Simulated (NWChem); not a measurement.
Species: diboron tetrachloride (B₂Cl₄); SMILES ClB(Cl)B(Cl)Cl

```xyz
6

Cl    -1.0995     1.7374     1.0454
B      0.0000     0.8476     0.0000
Cl     1.0995     1.7374    -1.0454
B      0.0000    -0.8476     0.0000
Cl    -1.0995    -1.7374    -1.0454
Cl     1.0995    -1.7374     1.0454
```
Atoms are numbered in this order, from 1.

Computed with NWChem. Coordinates come from a PBE-D3(BJ)/def2-SVP optimisation. Level TPSS/def2-SVP: energy and gradient; each run changes one setting, and changes count from the defaults (medium grid, exact Coulomb integrals, symmetry on).

### Question
Which setting moves the energy most, and by about how much (Coulomb fitting, Ahlrichs set; extra-fine grid; tight SCF thresholds and tolerances; defaults; Becke weights; coarse grid)?

### Answer
Coulomb fitting, Ahlrichs set, by about 600 μHa.
| setting | size of the energy change (μHa) | largest change of a gradient component (μHa/bohr) | time, defaults = 1 (rough) |
|---|---|---|---|
| defaults | < 10 | < 30 | about 1 |
| extra-fine grid | < 10 | < 30 | 2 |
| coarse grid | 10 | 30 | about 1 |
| Coulomb fitting, Ahlrichs set | 600 | 100 | about 1 |
| tight SCF thresholds and tolerances | < 10 | < 30 | about 1 |
| Becke weights | < 10 | < 30 | about 1 |
